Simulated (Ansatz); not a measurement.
A displaced shape of singlet HBr:

```yaml
atoms:
  - { symbol: H, position_ang: [0.0355, -0.0349, -1.3785] }
  - { symbol: Br, position_ang: [0.0431, 0.0232, 0.0499] }
```

It was optimised with HF/def2-SVP in Ansatz (development build ahead of 0.2.0) to forces under 0.001 eV/Å, with restricted orbitals. Each step stands on the lowest determinant of that kind that the program's search found.

Task: What shape does it relax to, and how does the optimisation go?

Result:

```xyz
2

H     0.0356   -0.0345   -1.3674
Br    0.0430    0.0227    0.0388
```

Bond lengths: H1–Br2 1.407 Å.

```
step  E − E(start) (eV)  largest force (eV/Å)
   1             0.0000                0.6115
   2            -0.0068                0.0640
   3            -0.0069                0.0010
```

The optimisation ended after 3 steps with its threshold met.
